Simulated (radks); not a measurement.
Question: The mean radii <r> (bohr) of the occupied orbitals of an atom or ion are listed with their occupations. Calculated with a radial shooting solver on a logarithmic mesh with Libxc functionals: non-relativistic Kohn-Sham, PW91, spin-polarised, spherical densities, point nucleus.

| orbital | occ. | <r> |
|---|---|---|
| 1s up | 1 | 0.1697 |
| 2s up | 1 | 0.8978 |
| 2s down | 1 | 0.9256 |
| 2p up | 3 | 0.8638 |
| 2p down | 2 | 0.9094 |

Name the element and its charge. Open shells, if any, are filled with parallel spins first.

Answer: Z = 9, fluorine, charge +1: F+ in 1s1 2s2 2p5. The 1s radius gives Z: for a bare nucleus <r> = 1.5/Z, 0.1667 bohr for Z = 9, and screening makes it slightly larger (0.1697 here). The occupations add up to 8, and the charge is Z minus that.
